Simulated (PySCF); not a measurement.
HfO₃, SMILES [O]1[Hf](=[O])[O]1, multiplicity 1. Heavy atoms are numbered as in [Hf:1]1(=[O:2])[O:3][O:4]1.

Coordinates come from a B3LYP-D3(BJ)/def2-TZVP optimisation. The spin state was assumed, not searched. The def2 effective core potentials stand for the cores of Hf; spin–orbit coupling is left out.

Computed with B3LYP/def2-TZVPD run with PySCF.

Mulliken values depend strongly on the basis, most of all with diffuse functions as here. ESP charges are fitted to the potential on shells at 1.4 to 2.0 van der Waals radii. Atomic charges (e), one atom of each kind:

```tsv
atom	ESP fit	Mulliken
Hf1	1.67	1.45
O2	-0.80	-0.70
O3	-0.43	-0.38
```
